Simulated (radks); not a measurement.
Spherical quantum dot in the effective-mass picture: electrons in a hard-walled sphere of radius 1.37, all in effective atomic units (hartree* = m*/eps^2 hartree, bohr* = eps/m* bohr), one dielectric constant everywhere. Calculated with a radial shooting solver with Libxc functionals: non-relativistic Kohn-Sham, LDA (Slater exchange, Perdew-Wang correlation), spin-polarised, spherical densities. Levels are named by radial order and angular momentum (1s, 1p, 1d, 2s, ...), and open shells are averaged over m. Results are scaled to m* = 0.035 and eps = 9.9, for which hartree* = 9.717 meV and bohr* = 14.97 nm. Each electron was tried in the lowest free levels, single moves between levels near the top were tried too, and the lowest total energy was kept; such a search can miss a lower state. At N = 1 the Hartree and exchange-correlation terms need not cancel, so that row can carry a self-interaction error.

\begin{tabular}{lrrrrrr}
N & open shells & 2S & mu = E(N) - E(N-1) (meV) & addition energy mu(N+1) - mu(N) (meV) & e(HOMO) (meV) & rms radius (nm) \\ \hline
1 & 1s(up 1, down 0) & 1 & 26.102 & 11.84 & 30.550 & 10.95 \\
2 & none & 0 & 37.943 & 34.35 & 42.515 & 11.14 \\
3 & 1p(up 1, down 0) & 1 & 72.289 & 9.137 & 76.787 & 11.78 \\
4 & 1p(up 2, down 0) & 2 & 81.426 & 9.416 & 86.106 & 12.12 \\
5 & 1p(up 3, down 0) & 3 & 90.842 & 12.34 & 95.596 & 12.34 \\
6 & 1p(up 3, down 1) & 2 & 103.18 & 9.027 & 107.64 & 12.51 \\
7 & 1p(up 3, down 2) & 1 & 112.21 & 9.267 & 116.82 & 12.64 \\
8 & none & 0 & 121.47 & 39.82 & 126.15 & 12.76 \\
9 & 1d(up 1, down 0) & 1 & 161.30 & 8.889 & 165.73 & 12.94 \\
10 & 1d(up 2, down 0) & 2 & 170.19 & 8.952 & 174.65 & 13.09 \\
11 & 1d(up 3, down 0) & 3 & 179.14 & 8.992 & 183.63 & 13.22 \\
12 & 1d(up 4, down 0) & 4 & 188.13 & 9.018 & 192.64 & 13.33 \\
13 & 1d(up 5, down 0) & 5 & 197.15 & 11.67 & 201.66 & 13.42 \\
14 & 1d(up 5, down 1) & 4 & 208.81 & 8.792 & 213.20 & 13.51 \\
15 & 1d(up 5, down 2) & 3 & 217.61 & 8.852 & 222.02 & 13.58 \\
16 & 1d(up 5, down 3) & 2 & 226.46 & 8.891 & 230.90 & 13.65 \\
17 & 1d(up 5, down 4) & 1 & 235.35 & 8.917 & 239.80 & 13.72 \\
18 & none & 0 & 244.27 & 39.04 & 248.73 & 13.78 \\
19 & 2s(up 1, down 0) & 1 & 283.31 & 13.24 & 288.98 & 13.71 \\
20 & none & 0 & 296.55 & 11.63 & 302.25 & 13.65 \\
21 & 1f(up 1, down 0) & 1 & 308.18 & 8.653 & 312.50 & 13.73 \\
22 & 1f(up 2, down 0) & 2 & 316.83 & - & 321.17 & 13.80 \\
\end{tabular}

All shells are closed at N = 2, 8, 18, 20 (there: 1s2 1p6 1d10 2s2); the second difference of the energy has clear peaks (12 % above both neighbours; the first and last values, which can be the largest, are not judged, and half-filled shells can peak too) at N = 2, 5, 8, 13, 18.
